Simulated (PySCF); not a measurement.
# Radial density of Tc (technetium, neutral)

r2SCAN0, [Kr] 4d4 5s2 5p1, one real determinant (an excited configuration). Calculation: PySCF 2.14, in x2c-TZVPPall (8s6p6d2f1g, 79 functions); the spin-free X2C one-electron Hamiltonian (Gaussian nucleus).

| r (bohr) | 4πr²ρ (e/bohr) | 4πr²(ρα − ρβ) |
| --- | --- | --- |
| 0.0368 | 48.92 | 0.0013 |
| 0.0620 | 50.03 | 0.0153 |
| 0.104 | 67.84 | 0.1151 |
| 0.175 | 47.11 | 0.4607 |
| 0.295 | 50.79 | 0.6130 |
| 0.496 | 30.98 | -0.0053 |
| 0.834 | 12.43 | 1.5685 |
| 1.40 | 8.037 | 2.8088 |
| 2.36 | 2.092 | 1.1062 |
| 3.97 | 0.7524 | 0.2956 |
| 6.68 | 0.07378 | 0.0454 |
| 11.2 | 0.001222 | 0.0011 |

Densities and radii are taken from the X2C orbitals without a picture-change correction, which distorts them close to the nucleus.

⟨L²⟩ = 8.03 against 12 for a pure F term, so this real determinant mixes terms.

(1) Where is the radial spin density 4πr²(ρα − ρβ) most negative, and why is it negative at all?

Results:

(1) Around r = 0.496 bohr, down to -0.0053 e/bohr: exchange with the open shell polarises the paired shells in an unrestricted calculation.
